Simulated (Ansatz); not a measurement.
Geometry optimisation, UKS B3LYP-D4/STO-3G in Ansatz.

Input:

```yaml
crystal:
  periodic: [false, false, false]
  atoms:
    - { symbol: C, position_ang: [-0.9643, -1.3776, 0.7463] }
    - { symbol: "N", position_ang: [0.35, -0.8567, 0.9604] }
    - { symbol: C, position_ang: [1.0174, -0.612, -0.3222] }
    - { symbol: Al, position_ang: [0.7853, 1.258, -0.9698] }
    - { symbol: "N", position_ang: [-0.4145, 2.4178, 0.0125] }
    - { symbol: H, position_ang: [-1.0071, -2.2971, 0.2072] }
    - { symbol: H, position_ang: [-1.495, -1.4603, 1.7165] }
    - { symbol: H, position_ang: [-1.5552, -0.5781, 0.1345] }
    - { symbol: H, position_ang: [0.8695, -1.5963, 1.5109] }
    - { symbol: H, position_ang: [2.15, -0.6841, -0.1258] }
    - { symbol: H, position_ang: [0.758, -1.3567, -1.0656] }
    - { symbol: H, position_ang: [1.4189, 1.7611, -2.298] }
    - { symbol: H, position_ang: [-1.4195, 2.0272, 0.0188] }
    - { symbol: H, position_ang: [-0.5064, 3.3255, -0.4969] }
magnetization:
  spin_polarized: true
basis:
  gaussian: { orbitals: STO-3G }
hamiltonian:
  xc: b3lyp
  dispersion: d4
relax:
  f_tol: 0.02
  max_steps: 40
```

Launched with:

```bash
$ ansatz run input.yaml --threads 1 --pin off --max-ram 2048MiB --backend cpu --events-out ev --progress --plain --runs-dir out
```

**Question.** Where does it end, and by what steps?

**Answer.** It converged. Limits of this set-up: minimal basis. After 15 steps the energy has fallen by 1.192 eV; H13 moved furthest, 1.06 Å.

| step | energy less start (eV) | largest force component (eV/Å) | accepted |
| --- | --- | --- | --- |
| 0 | 0.0000 | 3.695 | yes |
| 1 | -0.7397 | 1.260 | yes |
| 2 | -0.8819 | 1.559 | yes |
| 3 | -0.9262 | 1.868 | yes |
| 4 | -1.0676 | 1.507 | yes |
| 5 | -1.1516 | 0.287 | yes |
| 6 | -1.1720 | 0.155 | yes |
| 7 | -1.1789 | 0.127 | yes |
| 8 | -1.1811 | 0.130 | yes |
| 9 | -1.1840 | 0.130 | yes |
| 10 | -1.1864 | 0.249 | yes |
| 11 | -1.1892 | 0.137 | yes |
| 12 | -1.1909 | 0.093 | yes |
| 13 | -1.1916 | 0.053 | yes |
| 14 | -1.1918 | 0.025 | yes |
| 15 | -1.1919 | 0.012 | yes |

```xyz
14
Properties=species:S:1:pos:R:3
C -1.065 -1.201 0.586
N 0.325 -0.786 1.024
C 1.180 -0.515 -0.216
Al 0.610 1.102 -1.101
N -0.414 2.158 -0.201
H -1.083 -2.050 -0.132
H -1.653 -1.486 1.476
H -1.558 -0.337 0.105
H 0.725 -1.668 1.465
H 2.218 -0.406 0.149
H 1.192 -1.393 -0.898
H 0.993 1.480 -2.498
H -0.694 1.999 0.785
H -0.787 3.074 -0.514
```

Whether the end is a true minimum wasn't checked by a vibrational analysis.

Run time: 56 s on 1 thread of Intel(R) Xeon(R) Platinum 8488C (Sapphire Rapids), with other jobs on the host, peak memory 0.17 GiB.
